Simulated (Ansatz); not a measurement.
CH4AlN, SMILES `N[C][AlH2]` (excited triplet) (charge 0, multiplicity 3). This triplet is an excited state, 0.93 eV above the relaxed singlet at the level frozen-core CCSD(T)/cc-pVTZ // PBE0-D3(BJ)/def2-TZVP (Ansatz, a program for electronic structure).

Calculation: frozen-core CCSD(T)/6-31g // PBE0-D3(BJ)/def2-TZVP in Ansatz.

Ansatz 0.2 input:
```yaml
crystal:
  periodic: [false, false, false]
  atoms:
    - { symbol: N, position_ang: [-1.603553, 0.152484, -0.191376] }
    - { symbol: C, position_ang: [-0.293865, 0.039551, -0.035065] }
    - { symbol: Al, position_ang: [1.552981, -0.100811, 0.200579] }
    - { symbol: H, position_ang: [-2.010423, 0.387983, -1.084719] }
    - { symbol: H, position_ang: [-2.24936, -0.161088, 0.518409] }
    - { symbol: H, position_ang: [2.503085, 0.287011, -1.008531] }
    - { symbol: H, position_ang: [2.101137, -0.605128, 1.600704] }
basis:
  gaussian: { orbitals: "6-31g" }
correlation:
  method: ccsd_t
magnetization:
  spin_polarized: true
  initial_magnetization: 2
```

Output:

```
Functional definition: HF
525 factors; integrals over basis functions are off by at most 2.1e-4 eV
mean field evaluation 1: about -9152.1316 eV, gradient 1.4e1 eV
mean field evaluation 2: about -9152.1376 eV, gradient 1.4e1 eV
mean field evaluation 4: about -9153.6725 eV, gradient 2.2e0 eV
mean field evaluation 8: about -9153.7476 eV, gradient 6.3e-2 eV
mean field evaluation 16: about -9153.6676 eV, gradient 2.2e0 eV
mean field evaluation 32: about -9149.8790 eV, gradient 1.1e-2 eV
mean field -9153.74723516 eV, -336.3940062593 hartree, gradient 1.5e-6 eV, S^2 2.018047; 0 other end points of the search recorded, 0 dependent functions left out
7 core orbitals not correlated
reference -9153.74723516 eV, -336.3940062593 hartree; 9, 7 occupied and 23, 25 virtual orbitals, 525 factors
second order -5.37875348 eV of doubles, -0.00000000 eV of singles
cycle   1  -5.87720744 eV  change   -5.0e-1 eV  update   8.6e-2
cycle   2  -6.20929453 eV  change   -3.3e-1 eV  update   3.8e-2
cycle   3  -6.29607464 eV  change   -8.7e-2 eV  update   2.3e-2
cycle   4  -6.29824414 eV  change   -2.2e-3 eV  update   1.1e-2
cycle   5  -6.29667340 eV  change    1.6e-3 eV  update   4.3e-3
cycle   6  -6.29761470 eV  change   -9.4e-4 eV  update   1.6e-3
cycle   7  -6.29751152 eV  change    1.0e-4 eV  update   5.7e-4
cycle   8  -6.29751980 eV  change   -8.3e-6 eV  update   2.8e-4
cycle   9  -6.29751031 eV  change    9.5e-6 eV  update   9.9e-5
cycle  10  -6.29747931 eV  change    3.1e-5 eV  update   3.7e-5
cycle  11  -6.29748231 eV  change   -3.0e-6 eV  update   1.5e-5
perturbative correction -0.14199856 eV, -0.0052183509 hartree
Total energy: -9160.18671603 eV, -336.6306528164 hartree
```
